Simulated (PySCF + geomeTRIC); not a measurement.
Species: H3GeO, SMILES `[OH][GeH2]` (H–O–Ge–H torsion 45°) (charge 0, multiplicity 2).

### Question
Give a relaxed geometry from r2SCAN-D4/def2-TZVP in PySCF + geomeTRIC.

### Answer
Several could match; the one computed here: the end point of this relaxation, one of several conformers (outside a Z-matrix the atoms follow the SMILES, hydrogens last).
Z-matrix (Å, degrees):
```
Ge
O 1 1.7893
H 2 0.9636 1 111.93
H 1 1.5432 2 103.24 3 -163.96
H 1 1.5552 4 111.64 2 -116.69
```
